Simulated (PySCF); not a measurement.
Structure problem from calculated spectra and properties.

Formula: CH13N3Si4.

* UV, strongest line: among the 10 lowest singlet transitions: S7 at 7.59 eV (163 nm, f = 0.046) [TDDFT wB97X-D/def2-SVPD]
* UV, first state: lowest singlet excitation: 6.69 eV (185 nm, f = 0.017) [TDDFT wB97X-D/def2-SVPD]
* XPS: Si2p3/2 106.7, Si2p3/2 106.7, Si2p3/2 106.9 (×2), C1s 289.9, N1s 403.7 (×2), N1s 404.0, Si1s 1846.5, Si1s 1846.8, Si1s 1846.9 (×2) eV [ΔSCF SCAN, pcX-2 on the ionised atom, pcseg-1 elsewhere, spin-free X2C, 2p3/2 from a spin–orbit splitting computed afterwards within the 2p shell]
* 13C NMR: chemical shifts (computed TMS as zero) by class: -9.2 (1 C) ppm [GIAO PBE0/pcSseg-1]
* Triplet: lowest triplet excitation (Tamm–Dancoff): 6.43 eV [TDA wB97X-D/def2-SVPD]
* Rotational structure: rotational constants A, B, C: 1.602, 0.659, 0.554 GHz [PBE0-D3(BJ)/def2-SVP]
* Valence photoelectron: vertical ionisation energy: 9.09 eV [ΔSCF wB97X-D/def2-SVPD]

The electronic properties come from PySCF, for the isolated species, density fitting. Levels stand in brackets. The structure is a single PBE0-D3(BJ)/def2-SVP conformer in the gas phase; no vibrational or solvent corrections. NMR values are class means; diastereotopic atoms form classes of their own.

Question: What is the compound? Reason from the data.

Answer: Numbering: `[SiH3:1][CH2:2][SiH:3]1[NH:4][SiH2:5][NH:6][SiH2:7][NH:8]1`. Its formula, CH13N3Si4, gives 1 degree of unsaturation: 1 ring and 0 π bonds in the structure found. The one carbon: chain sp3 carbon bound to silicon [C2] (-9.2 ppm). The core levels belong to: Si2p3/2 106.7 eV, SiH3 silicon [Si1]; Si2p3/2 106.7 eV, SiH silicon [Si3]; Si2p3/2 106.9 eV, SiH2 silicon [Si5/Si7]; C1s 289.9 eV, sp3 carbon bound to silicon [C2]; N1s 403.7 eV, nitrogen bridging silicon atoms [N4/N8]; N1s 404.0 eV, nitrogen bridging silicon atoms [N6]; Si1s 1846.5 eV, SiH3 silicon [Si1]; Si1s 1846.8 eV, SiH silicon [Si3]; Si1s 1846.9 eV, SiH2 silicon [Si5/Si7]. One atom of each topological class was ionised and stands for its class. The first electron is taken from the HOMO, whose largest Löwdin shares are 0.34 on a nitrogen bridging silicon atoms, 0.31 on a nitrogen bridging silicon atoms, 0.07 on an SiH2 silicon and 0.06 on an SiH2 silicon. By its constants the optimised geometry is an asymmetric top. Structure: `[SiH3]C[SiH]1N[SiH2]N[SiH2]N1`. The assignments are read from this structure; whether some other isomer fits the data as well wasn't checked.
